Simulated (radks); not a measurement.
The numbers below are computed, except where a source is named.
Dipole-allowed excitations along the series with 54 electrons in [Xe]. Level of theory: scalar-relativistic Kohn-Sham, LDA (Slater exchange, Perdew-Wang correlation), spin-polarised, spherical densities, finite nucleus; Fermi nuclear charge, rms radius of each element as measured or else 0.836 A^(1/3) + 0.57 fm (a radial shooting solver on a logarithmic mesh with Libxc functionals). Time-dependent linear response with the Hartree and adiabatic LDA kernel, continuum included through the Sternheimer equations, no spin-orbit coupling, so fine structure and intercombination lines are absent. Lines are the poles of the dipole polarisability below minus the highest occupied eigenvalue, found on a grid refined at the orbital gaps; the lowest seven at most are given, and weak or close lines can be missed. The first line takes the name of the lowest orbital gap if no other gap lies below it; otherwise a line is named after a gap within 0.6 % of it, if that gap stands alone.

| species | -e(HOMO) (eV) | lowest orbital gap (eV) | first line (eV) | f | strongest line (eV) | its f | static alpha (bohr^3) |
|---|---|---|---|---|---|---|---|
| Ba2+ | 31.073 | 5p-5d 18.052 | 18.794 (5p-6s) | 0.432 | 21.521 (unassigned) | 4.50 | 10.71 |
| La3+ | 44.915 | 5p-5d 21.430 | 24.650 (5p-6s) | 0.191 | 26.162 (unassigned) | 5.75 | 7.685 |
| Ce4+ | 60.241 | 5p-5d 24.663 | 30.186 (5p-5d) | 3.34 | the first | 3.34 | 5.808 |
